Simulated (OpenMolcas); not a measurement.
Tc4+ with 6 ligands (chloride) in octahedral coordination (Oh). A charge of +0.333 e stands 3.2 Å behind each ligand. Ligand basis ANO-RCC-VDZP.

```
Program             : OpenMolcas 26.06
Method              : SS-CASPT2, IPEA 0.25 Eh, imaginary shift 0.1 Eh (closed shells correlated: 4s 4p and the ligand valence shells)
Basis               : ANO-RCC-VDZP [6s5p3d1f]
Scalar Hamiltonian  : DKH2, point nucleus
Active space        : 3 electrons in 5 orbitals (4d)
State averaging     : 2S+1 = 4 even, 10 roots; 2S+1 = 2 even, 40 roots
Spin-orbit coupling : RASSI with atomic mean-field integrals over the reference wave functions
```

All ligands move together. At R = 2.41 Å the first state of the same spin is 26270 cm-1, and at R = 2.51 Å it is 23790 cm-1.

**Question.** A third run gives 30670 cm-1. What distance was it run at?

**Answer.** With a power law R^-n the two known points give n = -ln(23790 / 26270) / ln(2.51 / 2.41) = 2.44. Then R = 2.41 × (26270 / 30670)^(1/2.44) = 2.262 Å. The run was at 2.28 Å, so the estimate is off by -0.018 Å.

Roots that are degenerate in the reference are averaged as groups; the widest CASPT2 spread within a group is 970 cm-1 (the 3-fold group of multiplicity 2 near 70500 cm-1 above the lowest state of its run, R = 2.41). Shifts and gaps below about the spread of the groups concerned are not significant. Over all roots computed the reference weight is 0.63 to 0.64 in R = 2.28, 0.62 to 0.64 in R = 2.41, 0.62 to 0.64 in R = 2.51; a low but even weight reflects the number of correlated electrons. Ligand-to-metal charge-transfer states are missing. With no ligand orbital active B as a rule stays too high, so bands that hang on it stand too high and its fall with covalency is understated. With one d shell and no ligand orbital active, 10Dq can be off by a tenth or more. The least metal-like active orbital is 66 % on the metal (Löwdin) and no ligand orbital is active, so the numbers are rough (holds for R = 2.28). The least metal-like active orbital is 68 % on the metal (Löwdin) and no ligand orbital is active, so the numbers are rough (holds for R = 2.41). The least metal-like active orbital is 69 % on the metal (Löwdin) and no ligand orbital is active, so the numbers are rough (holds for R = 2.51). These CASPT2 states fit no ligand-field parameters well, so their order and spin gaps are uncertain (holds for R = 2.51). No measured value stands beside these numbers; the geometry was imposed, not optimised, and the real ion may take another.
